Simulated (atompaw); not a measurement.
chromium (Cr): PAW (atompaw) pseudisation with PBE, scalar-relativistic reference atom.

Input for atompaw 4.2.0.5:

```
Cr 24
GGA-PBE scalarrelativistic loggrid 1500 logderivrange -7 5 301
4 4 3 0 0 0
4 0 0
4 1 0
3 2 6
0 0 0
c
c
v
v
c
v
v
v
2
2.00 1.95 1.35 1.25
n
n
y
0.95
n
custom rrkj vanderbiltortho sinc
3 1 troulliermartins
1.55
1.55
1.25
1.65
2.00
2.00
PWSCFOUT
UPFDX 0.0125d0 UPFXMIN -7.d0 UPFZMESH 24.d0
END
```

Command:

```bash
atompaw < Cr.input > Cr.log
```

Resulting log (summary file):

```
[... start of the log left out ...]
   Valence                  :     -247.40196563895046

 PAW parameters:
       lmax =            2
         rc =    2.0069711706933631
        irc =         1053
   rc_shape =    1.9579329732961110
    rc_vloc =    1.3509578809812490
    rc_core =    1.2543217318304807
   Vloc: Norm-conserving Troullier-Martins with l= 3;e=   1.0000E+00
   Projector type: RRKJ pseudization + Vanderbilt ortho.
   Sinc^2 compensation charge shape zeroed at   1.9579E+00

 Number of basis functions     6
 No.   n  nodes  l      Energy         Cp coeff         Occ
  1    3    2    0   -0.5275738E+01 -0.1289697E+01  0.2000000E+01
  2    4    3    0   -0.2616001E+00 -0.5289760E+01  0.0000000E+00
  3    3    1    1   -0.3183732E+01 -0.1305745E+01  0.6000000E+01
  4    4    2    1   -0.6271811E-01 -0.1586730E+02  0.0000000E+00
  5    3    0    2   -0.9836011E-01 -0.3475908E+01  0.6000000E+01
  6  999    1    2    0.9500000E+00 -0.1160172E+00  0.0000000E+00

 Eigenvalues of overlap operator (in the basis of projectors):
    1       -8.98229353E-01
    2        1.30195071E-01
    3        3.16524900E-01
    4        3.33207578E+01
    5        6.58945652E+01
    6        9.69248282E+01

The overlap operator has at least one negative eigenvalue!
It might be not positive definite...
Program is stopping.
This probably means that your projectors are too similar
or that your PAW basis is incomplete.
Advice: try to change your input parameters (f.i. : reference energies).
```

The run stopped because the overlap operator built from these waves and projectors is not positive definite.

The run took about 6.6 s on one core of a shared server CPU.
